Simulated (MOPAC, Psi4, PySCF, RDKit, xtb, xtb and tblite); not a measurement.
Two geometries of SMILES C(CCl)[SiH3] (C2H7ClSi), singlet, relaxed at GFN2-xTB with one dihedral held; other torsions can differ between them too.

Structure A

```
11

Si    -1.3734     0.6049     0.0227
C      0.0023    -0.6866    -0.2940
C      1.3714    -0.2861     0.2263
Cl     1.2589     0.9846     1.4767
H     -2.5265     0.1526    -0.7630
H     -1.7342     0.6253     1.4366
H     -0.9424     1.9156    -0.4569
H     -0.3054    -1.6198     0.1802
H      0.0826    -0.8960    -1.3600
H      1.9109    -1.1167     0.6806
H      1.9829     0.1473    -0.5655
```

Structure B

```
11

Si    -1.3410     0.5940    -0.0177
C      0.0369    -0.6810    -0.3534
C      1.3450    -0.2787     0.2842
Cl     2.6288    -1.4902    -0.0426
H     -2.5667     0.1187    -0.6565
H     -1.5363     0.7209     1.4272
H     -0.9446     1.8876    -0.5757
H     -0.2624    -1.6588     0.0271
H      0.1816    -0.7955    -1.4288
H      1.7144     0.6664    -0.1125
H      1.2624    -0.2122     1.3685
```

Q: Which is lower in energy at the level DF-MP2 (frozen core)/cc-pVTZ // GFN2-xTB run with Psi4, and by how much?

A: B is lower, by 15.72 kJ/mol (dihedral Si1–C2–C3–Cl4: 20° in A, 180° in B).

E(B) − E(A) in kJ/mol at the other levels, on the same two geometries: GFN2-xTB (xtb and tblite) -6.33; MMFF94 // GFN2-xTB (RDKit) -58.87; PBE/def2-TZVP // GFN2-xTB (Psi4) -16.21; PBE-D3(BJ)/def2-TZVP // GFN2-xTB (Psi4) -14.74; HF/cc-pVTZ // GFN2-xTB (Psi4) -22.60; UFF // GFN2-xTB (RDKit) -44.61; PM7, restricted, heats of formation // GFN2-xTB (MOPAC) 6.60; PM6, restricted, heats of formation // GFN2-xTB (MOPAC) -7.35; GFN1-xTB // GFN2-xTB (xtb) 19.75; restricted B3LYP/6-31G*, spherical d // GFN2-xTB (PySCF) -21.80; restricted MP2 (frozen core)/6-31G*, spherical d // GFN2-xTB (PySCF) -22.07; restricted B3LYP/LANL2DZ, with its core potentials past Ne // GFN2-xTB (PySCF) -24.49; restricted Hartree-Fock/3-21G // GFN2-xTB (PySCF) -22.24.

MMFF94 has few fitted parameters for silicon.
